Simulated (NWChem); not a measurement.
Species: BiHOCl$_{2}$; SMILES [OH][Bi]([Cl])[Cl]

```xyz
5

Bi    -0.3554     0.2585     0.0000
Cl     1.2101    -0.1986     1.8545
Cl     1.2101    -0.1986    -1.8545
O     -1.3597    -1.5487     0.0000
H     -0.7680    -2.3141     0.0000
```
Atoms are numbered in this order, from 1.

Program: NWChem. Coordinates come from a PBE0/def2-SVP optimisation. def2 effective core potentials on Bi; no spin-orbit coupling. Level PBE/def2-SVP: energy and gradient on several grids; changes count from the extra-fine grid, which is no exact limit either.

Problem. Which is the coarsest grid (fine; xfine; xcoarse; medium; coarse) from which on the energy stays within 100 μHa and each gradient component within 200 μHa/bohr of xfine?

Solution. medium.
```json
[
 {"grid": "xcoarse", "size of the energy change (μHa)": "2000", "largest change of a gradient component (μHa/bohr)": "9000"},
 {"grid": "coarse", "size of the energy change (μHa)": "80", "largest change of a gradient component (μHa/bohr)": "400"},
 {"grid": "medium", "size of the energy change (μHa)": "< 10", "largest change of a gradient component (μHa/bohr)": "90"},
 {"grid": "fine", "size of the energy change (μHa)": "< 10", "largest change of a gradient component (μHa/bohr)": "< 30"},
 {"grid": "xfine", "size of the energy change (μHa)": "< 10", "largest change of a gradient component (μHa/bohr)": "< 30"}
]
```
